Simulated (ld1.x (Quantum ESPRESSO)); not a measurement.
# Building the ultrasoft potential for fluorine (PBE, scalar-relativistic).

- Element: F (Z = 9)
- Generator: ld1.x (Quantum ESPRESSO) 7.5
- Type: ultrasoft
- Functional: PBE
- Relativity: scalar-relativistic
- Frozen core: [He]
- Valence charge: 7
- Reference configuration: 2s1.75 2p5.25
- Partial waves: 2s (bound): rcut 0.45, rcutus 0.65 bohr; 2s channel at -0.95 Ry: rcut 0.45, rcutus 0.65 bohr; 2p (bound): rcut 1.15, rcutus 1.50 bohr; 2p channel at 3.3 Ry: rcut 1.15, rcutus 1.50 bohr
- Local potential: all-electron potential smoothed inside 1.20 bohr (lloc = -1)
- Core correction: Bessel-smoothed model core, default radius (core density twice the valence density)
- Augmentation charge: PSQ, radius 0.35 bohr

Problem. Estimate the cutoffs (Ry, on a coarse ladder) from which the occupation-weighted sum of valence levels, in a spherical-Bessel basis at the reference potential, stays within 10 and 1 mRy of its value at 400 Ry.

Solution. 80 Ry and 110 Ry.

Problem. What does a ghost test show?

Solution. No extra level below or beside the all-electron valence levels (s, p, d, f tested).

Problem. Is the overlap operator S = 1 + Σ q|β⟩⟨β| positive definite (Bessel basis up to 400 Ry)?

Solution. Yes: its lowest eigenvalue is 0.25 (p channel).

Problem. Which valence shell sets the plane-wave cutoff?

Solution. 2s: its level needs 100 Ry to come within 1 mRy, against 35 Ry for 2p.

Problem. Tests: 2s2 2p5; 2s2 2p4; 2s2 2p3; 2s2 2p4.5; 2s2 2p1; 2s2 2p2; 2s1 2p5. Which has the largest error in its energy relative to the reference configuration, and how large is it?

Solution. 2s2 2p1, with -72 meV (all-electron minus pseudo) on +199.52 eV.
